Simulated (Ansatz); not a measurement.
Computed with Ansatz on PBE0-D4/def2-TZVP structures; ΔE is electronic, products minus reactants. CCSD(T)/CBS is the MP2 limit (def2-TZVPP, def2-QZVPP) plus CCSD(T) − MP2 in def2-TZVPP, frozen cores. Functionals use def2-TZVPP. B3LYP here is the variant with VWN-RPA as its local correlation; programs differ in this. For Ge outer-core shells are correlated without core-valence functions, which leaves a few kJ/mol of doubt a bond. Scalar relativity is left out up to krypton. One conformer a species, not always the lowest.

`SC[NH][GeH3]` + `O[SiH2]S` → `SCO[SiH2]S` + `[NH2][GeH3]`  (substitution at a C–N bond)

```csv
level,ΔE (eV)
ωB97X-V,0.16
B3LYP,0.19
SCS-MP2/def2-TZVPP,0.21
SCS-MP2/def2-QZVPP,0.22
```

Problem. What does CCSD(T)/CBS give? (An estimate is asked.)

Solution. The calculation gave: +0.21 eV. The listed levels differ from it by -0.05, -0.02, 0.00, 0.01 eV.

Largest T1 diagnostic among the species: 0.012.

In def2-TZVPP, CCSD(T) changes the Hartree–Fock value by +0.04 eV (the triples alone add +0.00 eV) and MP2 by +0.07 eV.
